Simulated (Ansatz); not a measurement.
The same hydrogenolysis along the group B, Al, In.

Gas-phase electronic energies from Ansatz, PBE0-D4/def2-TZVP geometries. CBS: MP2 limit from def2 TZ/QZ plus the TZ coupled-cluster correction, frozen cores. This one scheme is used for every species. DFT in def2-TZVPP. Elements past krypton have def2 core potentials. For In outer-core shells are correlated without core-valence functions, which leaves a few kJ/mol of doubt a bond. One conformer a species, not always the lowest.

| reaction | ωB97X-V (kJ/mol) |
| --- | --- |
| `FB(O[SiH3])O[SiH3]` + H₂ → `[SiH3]OBO[SiH3]` + H–F | 120 |
| `[F][Al]([O][SiH3])[O][SiH3]` + H₂ → `[SiH3][O][AlH][O][SiH3]` + H–F | 154 |
| `[F][In]([O][SiH3])[O][SiH3]` + H₂ → `[SiH3][O][InH][O][SiH3]` + H–F | 11 |

Give the CCSD(T)/CBS values in the same order. (Best estimate.)

The calculation gave: 114, 157, 9 kJ/mol.

Largest T1 diagnostic: 0.016, for `[F][In]([O][SiH3])[O][SiH3]`.
